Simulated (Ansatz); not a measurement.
Tuning the range parameter of LC-ωPBE so that −HOMO meets the ionisation energy; basis def2-SVP, Ansatz. System: Ga7P6H20⁻, a cluster cut from zinc blende GaP (hydrogen-capped). Total charge -1; singlet. Geometry: PBE-D4/def2-SVP. The ionised state is a doublet.

Geometry of the singlet:

```csv
atom,x (Å),y (Å),z (Å)
Ga1,-2.4214,2.8684,0.3470
Ga2,3.7069,-1.4437,-1.8095
Ga3,-1.1280,-0.2575,-2.1929
Ga4,1.3413,1.7683,-0.0895
Ga5,-0.4182,0.9603,3.3422
Ga6,0.3369,-2.0151,0.8716
Ga7,-3.4211,-0.8978,1.3038
P8,2.7780,0.7805,-1.8171
P9,-0.7688,1.8675,-1.1273
P10,-2.4247,1.1608,2.0351
P11,1.8518,-2.7077,-0.9312
P12,-1.6808,-1.5681,-0.2545
P13,1.0637,0.1230,1.5958
H14,-3.8113,2.8955,-0.4243
H15,-1.7863,4.2183,0.9024
H16,4.8028,-1.4438,-0.6598
H17,4.0478,-1.9095,-3.2856
H18,-2.3228,-0.2053,-3.2347
H19,0.3053,-0.7695,-2.7087
H20,2.0729,3.0866,0.3892
H21,0.1249,2.3937,3.7651
H22,-0.5630,-0.1966,4.4234
H23,0.4180,-3.1480,1.9725
H24,-4.7428,-0.6140,0.4671
H25,-3.4302,-1.9753,2.4756
H26,2.2102,1.0400,-3.1019
H27,3.9218,1.6383,-1.9355
H28,-0.5350,2.7954,-2.1968
H29,-3.3672,1.6554,2.9978
H30,1.0805,-3.2142,-2.0216
H31,2.4376,-3.9499,-0.5167
H32,-2.0373,-2.8633,-0.7592
H33,2.3584,-0.0728,2.1783
```

Single mean-field runs in def2-SVP are fitted with def2-universal-jkfit.

```json
{"ω (1/bohr)": "0.1", "HOMO (eV)": "-4.40", "LUMO (eV)": "2.57", "vertical IE (eV)": "4.94", "HOMO + IE (eV)": "0.54"}
{"ω (1/bohr)": "0.15", "HOMO (eV)": "-4.94", "LUMO (eV)": "3.04", "vertical IE (eV)": "5.16", "HOMO + IE (eV)": "0.23"}
{"ω (1/bohr)": "0.2", "HOMO (eV)": "-5.38", "LUMO (eV)": "3.38", "vertical IE (eV)": "5.36", "HOMO + IE (eV)": "-0.02"}
{"ω (1/bohr)": "0.3", "HOMO (eV)": "-6.07", "LUMO (eV)": "3.79", "vertical IE (eV)": "5.62", "HOMO + IE (eV)": "-0.44"}
```

Problem. Where does the tuning condition hold?

Solution. Near ω = 0.20 bohr⁻¹, by linear interpolation.
